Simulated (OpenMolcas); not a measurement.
A calculation on Al.

```
Program             : OpenMolcas 26.06
Method              : SS-CASPT2, IPEA 0.25 Eh, imaginary shift 0.1 Eh (closed shells correlated: 2s 2p)
Basis               : ANO-RCC-VTZP [5s4p2d1f]
Scalar Hamiltonian  : DKH2, point nucleus
Active space        : 3 electrons in 8 orbitals (3s 3p 4s 4p)
State averaging     : 2S+1 = 4 odd, 1 root (0 in the spin-orbit step); 2S+1 = 2 odd, 3 roots; 2S+1 = 4 even, 3 roots; 2S+1 = 2 even, 5 roots
Spin-orbit coupling : state interaction with AMFI integrals over the reference wave functions, term energies averaged over their components
```

Question: Which level of the active space comes out lowest?

Answer: 3s2 3p 2P* 1/2, with 100 % of that term; it is also the measured ground level.

Question: How high does 3s 3p2 2D 5/2 lie?

Answer: 39810 cm-1 above the lowest level.

Question: How high does 3s 3p2 4P 5/2 lie?

Answer: 27390 cm-1 above the lowest level; measured 29143 cm-1 above the ground level, so the calculation is off by -6 %.

Question: How high does 3s 3p2 4P 1/2 lie?

Answer: 27290 cm-1 above the lowest level; measured 29020 cm-1 above the ground level, so the calculation is off by -6 %.

Measured values: NIST Handbook of Basic Atomic Spectroscopic Data.

Term energies are means over components that CASPT2 splits; among the terms shown or strongly mixed into the levels shown the widest spread is 30 cm-1 (3s 3p2 2D). Over all roots computed the reference weight is 0.91 to 0.98; the roots of lowest weight are the least certain, and an intruder state may touch them. Active for correlation alone: 4p 4s; no level in the range computed is led by a configuration that fills them, so any true level of that kind is missing. Terms of s pⁿ other than that of highest spin mix with s² pⁿ⁻² d, which this space lacks; all of them can be thousands of cm-1 off, and some have no real level of that name. Computed and measured levels are paired by configuration, term and J; levels that our copy of the source lacks, or whose pairing is in doubt (as where it misses far off the trend of its configuration), stay unpaired and out of the deviations. Levels of configurations outside the active space are missing.

* marks odd parity.
